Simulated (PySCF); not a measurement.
PySCF 2.14 output of an unrestricted wB97M-V calculation on a single atom or ion in dyall-av3z, with the non-relativistic Hamiltonian (point nucleus):

```
SCF conv_tol = 1e-09
number electrons alpha = 6  beta = 5
    N. Mardirossian and M. Head-Gordon.,  J. Chem. Phys. 144, 214110 (2016)
cycle= 1 E= -199.454087745545  delta_E= -0.0043  |g|= 0.0164  |ddm|= 0.256
cycle= 2 E= -199.454180577081  delta_E= -9.28e-05  |g|= 0.00583  |ddm|= 0.0254
cycle= 3 E= -199.454187090781  delta_E= -6.51e-06  |g|= 0.00154  |ddm|= 0.00413
cycle= 4 E= -199.454187771067  delta_E= -6.8e-07  |g|= 0.000116  |ddm|= 0.00178
cycle= 5 E= -199.454187787374  delta_E= -1.63e-08  |g|= 5.08e-06  |ddm|= 0.000267
cycle= 6 E= -199.45418778739  delta_E= -1.58e-11  |g|= 6.52e-07  |ddm|= 2.17e-05
converged SCF energy = -199.45418778739  <S^2> = 0.75001642  2S+1 = 2.0000164
```

The run itself started from symmetry-adapted Hartree-Fock orbitals and held the occupation by maximum overlap, on a logarithmic radial grid, so the iterations belong to that start.

Which element, charge and spin multiplicity is this?

Mg⁺ (magnesium, charge +1), multiplicity 2; the state was [Ne] 3d1, 2D determinant (an excited configuration).

The outer electron is Rydberg-like, and this basis confines it to a smaller radius and binds it less than a complete one would.
